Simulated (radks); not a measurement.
The numbers below are computed, except where a source is named.
The phosphorus ion P4+, [Ne] 3s1. Code: a radial shooting solver on a logarithmic mesh with Libxc functionals. Model: non-relativistic Kohn-Sham, r2SCAN, spin-polarised, spherical densities, point nucleus; meta-GGA in the generalised Kohn-Sham scheme. Every spin shell is full or empty, so the densities are truly spherical. Functionals are evaluated on that one density, not self-consistently. Rank these orbital-free kinetic functionals by their error against the exact value of the orbitals, and give that value: Thomas-Fermi, von Weizsacker, TF + vW, TF + vW/9, TF + vW/5, LC94, APBEK, revAPBEK, Thakkar, Pearson, LKT, DePristo-Kress, Ernzerhof.

Answer. Exact: 336.783 hartree. From best to worst, with 100 (|E| - |E exact|)/|E exact| (equal figures are ties): Thakkar +0.09, DePristo-Kress +0.20, LC94 +0.28, TF + vW/9 -0.37, Ernzerhof +0.38, APBEK +0.40, revAPBEK +0.78, Pearson -1.58, TF + vW/5 +5.22, Thomas-Fermi -7.37, LKT +32.25, von Weizsacker -37.07, TF + vW +55.56.
